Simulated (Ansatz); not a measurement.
One change: `CCB(F)S` becomes `C[CH2][Ga]([F])[SH]`.

Ansatz, PBE0-D4/def2-TZVP geometries, multiplicity 1. Each molecule was computed in one conformer, which needn't be the lowest.

Scalar relativity is left out up to krypton.

| property | `CCB(F)S` |
| --- | --- |
| HOMO energy (B3LYP/def2-TZVPP) / eV | -7.78 |
| LUMO energy (PBE0/def2-TZVPP) / eV | -0.21 |
| HOMO energy (PBE0/def2-TZVPP) / eV | -8.03 |
| LUMO energy (B3LYP/def2-TZVPP) / eV | -0.43 |
| HOMO energy (PBE/def2-TZVPP) / eV | -6.80 |
| HOMO–LUMO gap (B3LYP/def2-TZVPP) / eV | 7.34 |

Task: Give the same properties after the change, and the shifts. (Estimate.)

Result: Computed: 
| property | `C[CH2][Ga]([F])[SH]` | shift |
| --- | --- | --- |
| HOMO energy (B3LYP/def2-TZVPP) / eV | -7.56 | 0.22 |
| LUMO energy (PBE0/def2-TZVPP) / eV | -0.70 | -0.49 |
| HOMO energy (PBE0/def2-TZVPP) / eV | -7.82 | 0.21 |
| LUMO energy (B3LYP/def2-TZVPP) / eV | -0.97 | -0.54 |
| HOMO energy (PBE/def2-TZVPP) / eV | -6.59 | 0.21 |
| HOMO–LUMO gap (B3LYP/def2-TZVPP) / eV | 6.59 | -0.75 |

With PBE0 the HOMO rises by 0.21 eV and the LUMO falls by 0.49 eV, so the gap narrows by about 0.70 eV. PBE moves the HOMO by 0.21 eV and ωB97M-V by 0.20 eV.

B3LYP here is the variant with VWN-RPA as its local correlation; programs differ in this.
